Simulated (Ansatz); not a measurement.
Born–Oppenheimer molecular dynamics of CH$_{5}$ClOSi (9 atoms, charge 0, multiplicity 1). It goes on from the last frame of an earlier run, with new velocities.

Theory: Ansatz, RKS B3LYP/6-31G.

```
ensemble        : NVT, Langevin thermostat
time step       : 2 fs
steps asked     : 40
set temperature : 500 K
friction        : 0.005 /fs
seed            : 565742
```

Frames 4 fs apart, positions in Å, forces in eV/Å.

Velocities at 20.0 fs (Å/ps):

```
Si -2.79 0.55 -3.75
O 5.94 -6.38 3.15
H 7.67 -3.08 -1.79
C 0.72 8.73 -2.35
H 4.97 34.17 11.03
H -5.70 -17.73 -17.05
H -0.06 -13.33 -6.48
H -0.10 21.32 18.36
Cl 1.02 0.80 3.35
```

```xyz
9
Properties=species:S:1:pos:R:3:forces:R:3 time_fs=20.0 energy_less_start_eV=0.171 T=290
Si -0.039 0.073 -0.075 -0.01 -0.11 0.97
O 0.066 -0.342 1.570 0.24 0.23 0.59
H -0.655 -0.510 2.195 -0.02 0.01 -0.11
C 1.714 0.139 -0.656 0.54 0.03 -1.00
H 2.220 -0.723 -0.185 0.15 0.58 -0.04
H 1.753 -0.007 -1.749 -0.03 -0.11 0.17
H 2.207 1.113 -0.490 -0.06 -0.50 0.43
H -0.975 1.161 -0.312 -0.29 0.86 -0.18
Cl -1.101 -1.569 -0.921 -0.51 -0.99 -0.82
9
Properties=species:S:1:pos:R:3:forces:R:3 time_fs=24.0 energy_less_start_eV=0.183 T=292
Si -0.049 0.076 -0.085 -0.19 1.16 1.63
O 0.093 -0.368 1.584 0.16 0.39 -0.13
H -0.647 -0.527 2.190 -0.06 0.01 -0.05
C 1.719 0.173 -0.672 -0.48 -0.92 -1.65
H 2.275 -0.583 -0.145 0.24 -0.63 0.25
H 1.727 -0.079 -1.769 0.27 0.36 0.87
H 2.224 1.092 -0.487 0.17 1.08 0.04
H -0.975 1.299 -0.259 0.49 -0.51 -0.07
Cl -1.097 -1.570 -0.911 -0.61 -0.92 -0.89
9
Properties=species:S:1:pos:R:3:forces:R:3 time_fs=28.0 energy_less_start_eV=0.270 T=189
Si -0.061 0.086 -0.083 0.56 1.16 1.94
O 0.118 -0.393 1.597 0.05 0.52 -0.57
H -0.639 -0.536 2.187 -0.08 -0.02 0.03
C 1.724 0.195 -0.694 1.02 0.43 2.01
H 2.347 -0.515 -0.088 -0.72 0.18 -0.47
H 1.742 -0.114 -1.705 0.42 -0.03 -1.36
H 2.246 1.180 -0.491 -0.95 -0.75 -0.61
H -0.920 1.373 -0.210 0.34 -0.75 -0.11
Cl -1.094 -1.576 -0.904 -0.63 -0.75 -0.86
9
Properties=species:S:1:pos:R:3:forces:R:3 time_fs=32.0 energy_less_start_eV=0.238 T=227
Si -0.072 0.099 -0.071 2.01 -0.44 1.61
O 0.140 -0.413 1.606 -0.07 0.64 -0.72
H -0.626 -0.531 2.191 -0.06 -0.05 0.09
C 1.740 0.217 -0.698 -1.08 -1.20 -1.50
H 2.329 -0.442 -0.085 0.27 -0.61 0.31
H 1.817 -0.124 -1.781 -0.02 0.53 1.24
H 2.152 1.190 -0.574 0.22 1.16 -0.08
H -0.822 1.346 -0.182 -0.66 0.49 -0.21
Cl -1.092 -1.583 -0.900 -0.61 -0.51 -0.75
9
Properties=species:S:1:pos:R:3:forces:R:3 time_fs=36.0 energy_less_start_eV=0.227 T=225
Si -0.069 0.110 -0.053 2.03 -0.83 0.80
O 0.163 -0.426 1.608 -0.63 0.64 -0.26
H -0.627 -0.525 2.187 0.45 -0.02 -0.18
C 1.744 0.231 -0.714 -0.45 0.76 0.83
H 2.326 -0.442 -0.059 0.04 0.54 -0.10
H 1.897 -0.089 -1.727 -0.21 -0.29 -0.72
H 2.066 1.309 -0.666 -0.04 -1.02 0.29
H -0.809 1.359 -0.197 -0.67 0.50 -0.09
Cl -1.095 -1.589 -0.898 -0.52 -0.28 -0.58
9
Properties=species:S:1:pos:R:3:forces:R:3 time_fs=40.0 energy_less_start_eV=0.248 T=220
Si -0.051 0.117 -0.028 0.58 0.26 -0.50
O 0.182 -0.431 1.599 0.39 0.75 -0.62
H -0.587 -0.521 2.161 -0.59 -0.22 0.75
C 1.741 0.248 -0.723 -0.45 -0.56 -0.12
H 2.333 -0.393 -0.036 0.03 0.70 -0.29
H 1.937 -0.092 -1.760 -0.55 -0.06 0.47
H 1.985 1.310 -0.714 0.51 0.10 0.40
H -0.889 1.431 -0.235 0.39 -0.97 0.27
Cl -1.103 -1.594 -0.898 -0.33 -0.01 -0.37
9
Properties=species:S:1:pos:R:3:forces:R:3 time_fs=44.0 energy_less_start_eV=0.191 T=274
Si -0.032 0.127 -0.008 0.03 -0.24 -1.30
O 0.200 -0.431 1.585 -0.93 0.36 1.31
H -0.577 -0.538 2.199 0.90 0.00 -0.51
C 1.734 0.259 -0.735 -0.87 0.14 -0.74
H 2.351 -0.255 -0.024 0.64 -0.38 0.31
H 1.903 -0.126 -1.770 -0.40 0.11 0.85
H 1.966 1.317 -0.732 0.39 0.40 -0.01
H -0.927 1.366 -0.241 0.36 -0.59 0.32
Cl -1.114 -1.595 -0.902 -0.12 0.19 -0.22
9
Properties=species:S:1:pos:R:3:forces:R:3 time_fs=48.0 energy_less_start_eV=0.252 T=253
Si -0.013 0.137 0.006 0.67 -1.99 -1.03
O 0.207 -0.423 1.577 0.75 0.49 0.36
H -0.470 -0.570 2.228 -0.63 -0.22 0.65
C 1.721 0.271 -0.751 0.52 1.34 2.85
H 2.428 -0.185 0.009 -0.72 0.17 -0.92
H 1.826 -0.180 -1.695 0.16 -0.47 -1.31
H 1.981 1.362 -0.741 -0.06 -0.74 -0.48
H -0.920 1.223 -0.206 -0.77 1.14 0.02
Cl -1.127 -1.589 -0.911 0.08 0.29 -0.14
9
Properties=species:S:1:pos:R:3:forces:R:3 time_fs=52.0 energy_less_start_eV=0.243 T=306
Si 0.013 0.139 0.015 -1.14 -0.89 -0.87
O 0.217 -0.409 1.577 -0.15 -0.12 1.99
H -0.402 -0.637 2.311 0.52 0.25 -0.96
C 1.718 0.294 -0.744 -0.52 -1.07 -1.42
H 2.430 -0.122 -0.066 0.52 -0.71 0.60
H 1.760 -0.286 -1.732 0.04 1.07 1.26
H 1.994 1.321 -0.833 0.15 0.93 -0.62
H -1.017 1.219 -0.163 0.28 0.18 0.10
Cl -1.141 -1.580 -0.922 0.29 0.36 -0.08
9
Properties=species:S:1:pos:R:3:forces:R:3 time_fs=56.0 energy_less_start_eV=0.283 T=312
Si 0.028 0.135 0.017 -2.33 0.13 -0.16
O 0.232 -0.389 1.591 1.14 0.41 0.08
H -0.294 -0.698 2.313 -0.72 -0.27 0.49
C 1.712 0.310 -0.752 0.91 1.15 0.31
H 2.457 -0.127 -0.059 -0.29 0.27 -0.19
H 1.694 -0.295 -1.631 0.22 -0.42 -0.97
H 2.027 1.362 -1.031 -0.48 -1.10 0.39
H -1.103 1.229 -0.103 1.11 -0.53 0.07
Cl -1.151 -1.570 -0.935 0.43 0.36 -0.03
9
Properties=species:S:1:pos:R:3:forces:R:3 time_fs=60.0 energy_less_start_eV=0.254 T=325
Si 0.030 0.129 0.017 -1.44 -0.16 0.18
O 0.250 -0.361 1.608 0.41 -0.22 1.02
H -0.274 -0.741 2.335 0.08 0.23 -0.66
C 1.716 0.340 -0.761 -0.03 -1.48 -1.28
H 2.448 -0.106 -0.073 0.01 0.44 -0.14
H 1.647 -0.355 -1.644 0.37 0.42 0.51
H 2.011 1.299 -1.186 -0.10 0.22 0.50
H -1.033 1.183 -0.037 0.25 0.22 -0.15
Cl -1.158 -1.556 -0.948 0.45 0.33 0.01
9
Properties=species:S:1:pos:R:3:forces:R:3 time_fs=64.0 energy_less_start_eV=0.248 T=359
Si 0.029 0.118 0.017 -0.20 -0.52 0.37
O 0.274 -0.331 1.635 0.56 -0.03 0.11
H -0.274 -0.749 2.308 -0.20 -0.02 -0.14
C 1.714 0.353 -0.788 -0.63 -1.93 -1.07
H 2.454 -0.024 -0.096 0.45 0.18 0.30
H 1.665 -0.387 -1.621 0.32 0.19 0.28
H 1.996 1.264 -1.278 -0.08 0.93 0.28
H -0.930 1.197 -0.010 -0.64 0.87 -0.21
Cl -1.162 -1.539 -0.967 0.43 0.34 0.09
```

Of the whole run (80 fs, mean temperature of the second half 321 K): The mean temperature of the second half is 36 % below the set value. A step of 2 fs is long for free X–H stretches (periods near 10 fs) and can bias their spread and the temperature. A run of 0.08 ps of so small a system gives no equilibrium averages. Limits of this set-up: no polarisation functions.

The run took 95 s on 1 thread of Arm Neoverse V2 (shared host), peak memory 0.11 GiB.
